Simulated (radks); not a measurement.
The nitrogen anion N-, [He] 2s2 2p4, held by a Watson sphere: a shell of charge +0.63 at radius R that stands for the Madelung well of a crystal (potential energy -0.63/R inside, -0.63/r outside, in hartree with lengths in bohr). All-electron calculation, non-relativistic Kohn-Sham, LB94 model potential, spin-polarised, spherical densities, point nucleus; open shells are filled with parallel spins first. Program: a radial shooting solver on a logarithmic mesh with Libxc functionals. Response by self-consistent Sternheimer equations with the Hartree and adiabatic LDA kernel. The sphere does not respond.

R (bohr)  e(2s down) (eV)  e(2p up) (eV)  e(2p down) (eV)  <r> 2p (bohr)  sum of <r^2> (bohr^2)  X-ray form factor at sin(theta)/lambda = 0.3 1/angstrom  alpha (bohr^3)
1.79              -17.713         -8.959           -7.166          1.634                  17.96                                                    3.320           13.63
2.43              -16.687         -8.059           -6.328          1.709                  19.30                                                    3.281           17.16
2.98              -15.956         -7.375           -5.668          1.757                  20.13                                                    3.273           20.29
3.02              -15.908         -7.329           -5.623          1.760                  20.18                                                    3.273           20.51
3.21              -15.690         -7.120           -5.418          1.774                  20.40                                                    3.272           21.56
3.89              -15.020         -6.466           -4.771          1.812                  21.02                                                    3.271           25.02
3.96              -14.960         -6.407           -4.712          1.815                  21.07                                                    3.271           25.34
